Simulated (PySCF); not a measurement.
# Electronic structure of P²⁺ (phosphorus, charge +2) at the UHF level

Configuration: [Ne] 3s2 3p1, 2P determinant. Calculation: PySCF 2.14, in aug-cc-pV(T+d)Z with one added diffuse shell each of s, p, d, f type (7s6p5d3f, 71 functions); the non-relativistic Hamiltonian (point nucleus).

- Total energy: -339.648090 hartree
- One-electron energy: -459.1481 hartree
- Hartree (Coulomb) energy: 141.5344 hartree
- Exchange energy: -22.0345 hartree
- Kinetic energy: 339.57502 hartree
- ⟨S²⟩: 0.7637
- ⟨L²⟩: 2.041
- Sum of ⟨r⟩: 9.653 bohr
- Sum of ⟨r²⟩: 14.10 bohr²
- Traceless quadrupole moment −½Σ⟨3z² − r²⟩ along its main axis: -1.87 e·bohr²
- Density at the nucleus (Gaussians lack the cusp): 2160 bohr⁻³
- Spin density at the nucleus: 0.0464 bohr⁻³
- Langevin diamagnetic susceptibility: -11.2 ×10⁻⁶ cm³/mol

| shell | electrons | mean orbital energy (hartree) | spread (hartree) | rms radius, mean of both spins (bohr) |
| --- | --- | --- | --- | --- |
| 1s α | 1 | -80.88330 | 0 | 0.120 |
| 1s β | 1 | -80.87358 | 0 | 0.120 |
| 2s α | 1 | -8.39836 | 0 | 0.561 |
| 2s β | 1 | -8.38786 | 0 | 0.561 |
| 2p α | 3 | -6.28760 | 0.01870 | 0.539 |
| 2p β | 3 | -6.26873 | 0.02359 | 0.539 |
| 3s α | 1 | -1.47200 | 0 | 1.89 |
| 3s β | 1 | -1.36248 | 0 | 1.89 |
| 3p α | 1 | -1.10157 | 0 | 2.13 |

Spin-orbit constants ζ (cm⁻¹) from the X2C one-electron operator on these orbitals (non-relativistic here): bare nucleus, nucleus screened by l(l+1)(2l+1)/3 electrons, and screened by the Breit-Pauli mean field of the electrons.

| shell | bare | screened nucleus | mean field |
| --- | --- | --- | --- |
| 2p | 5414 | 4692 | 4363 |
| 3p | 412.8 | 357.7 | 327.9 |

To first order the Landé constant is A = 327.9 cm⁻¹, so the lowest level has J = 1/2 and lies 0.0407 eV below the centre of the term.
